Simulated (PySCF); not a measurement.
## Static response to an electric field

GeCl3(nBu), C4H9Cl3Ge.
Geometry (PBE0-D3(BJ)/def2-SVP, Å), atoms numbered from 1 in this order:
```
atom  x, y, z in Å
Ge1    1.2791    1.8056    1.4339
Cl2    1.2517    2.0510    3.5644
Cl3    3.3259    1.8133    0.7869
Cl4    0.3386    3.5247    0.5580
C5     0.3883    0.1879    0.8694
C6     0.3663    0.0547   -0.6499
C7    -0.3028   -1.2255   -1.1452
C8    -1.7786   -1.3383   -0.7954
H9     0.9227   -0.6490    1.3489
H10   -0.6222    0.2292    1.3060
H11   -0.1489    0.9294   -1.0837
H12    1.4011    0.0920   -1.0290
H13   -0.1826   -1.2704   -2.2404
H14    0.2450   -2.0975   -0.7465
H15   -2.2224   -2.2457   -1.2314
H16   -1.9447   -1.3882    0.2922
H17   -2.3453   -0.4739   -1.1780
```

Level: B3LYP/def2-SVPD (PySCF), static field, nuclei fixed, core orbitals frozen in the response. The polarisability tensor in these axes (au):

```
x   120.27   6.60   5.73
y     6.60 121.05   9.46
z     5.73   9.46 123.41
```

Problem. Give the principal values, the mean and the anisotropy Δα = √{½[(α1 − α2)² + (α2 − α3)² + (α1 − α3)²]}.

Solution. Principal values 112.36, 115.93 and 136.43 au; mean 121.57 au = 18.02 Å³ = 20.04 × 10⁻⁴⁰ C²·m²/J; Δα = 22.49 au (19 % of the mean).

Problem. What is the dipole moment, and where does it point?

Solution. (-1.47, -2.68, -1.22) D, 3.29 D in size, pointing from the negative to the positive side. Measured along this direction, the outermost atoms are Cl2 at the negative end and H15 at the positive end.

Problem. What are the principal values of the traceless quadrupole moment, Θ = ½Σq(3rr − r²1), about the centre of nuclear charge?

Solution. -2.00, -0.92, 2.92 D·Å. The values depend on the origin, since the dipole doesn't vanish. The electronic extent ⟨r²⟩ about the same centre is 2572 bohr², a root-mean-square distance of 2.49 Å for the 116 electrons.

Problem. Rayleigh depolarisation ratio (linearly polarised light, static tensor)?

Solution. ρ = 3Δα²/(45ᾱ² + 4Δα²) = 1517.7/(665120 + 2023.6) = 0.00227.

Problem. Sum over states: ᾱ = Σ f/ω², ω in Eh. What share falls to these 15 lowest TDDFT singlets (eV, f)? 6.13, 0.0000; 6.24, 0.1295; 6.42, 0.0272; 6.45, 0.0341; 6.79, 0.0217; 6.83, 0.0228; 7.16, 0.0031; 7.26, 0.0036; 7.35, 0.0217; 7.82, 0.0234; 7.84, 0.0178; 7.96, 0.0345; 8.00, 0.0315; 8.00, 0.0156; 8.12, 0.0003.

Solution. They add up to 6.12 au, 5.0 % of the 121.57 au; the largest single term is 2.47 au, from the state at 6.24 eV. Terms in order: 0.00, 2.47, 0.49, 0.61, 0.35, 0.36, 0.05, 0.05, 0.30, 0.28, 0.21, 0.40, 0.36, 0.18, 0.00 au. Higher excitations give the rest. The strengths listed sum to 0.387.

Problem. In a dilute gas of rigid molecules at 500 K, how does the orientational term μ²/3kT compare with the electronic polarisability?

Solution. In Gaussian units μ²/3kT = 52.32 Å³ against 18.02 Å³, a ratio of 2.90; the Debye molar polarisation (4π/3)N_A(α + μ²/3kT) is 177.4 cm³/mol, leaving out the vibrational part.

Isolated species at its PBE0-D3(BJ)/def2-SVP geometry (one conformer only). The calculation is non-relativistic, for germanium too.

These values come from a run that also computed excited states. Hardware: Intel Xeon 6975P-C, 2 threads, no GPU, shared host with 192 logical CPUs at a one-minute load of 62. Cost: 50 s wall, 1.9 min CPU (with the writing of density and orbital grids), 1.6 GiB resident at most.
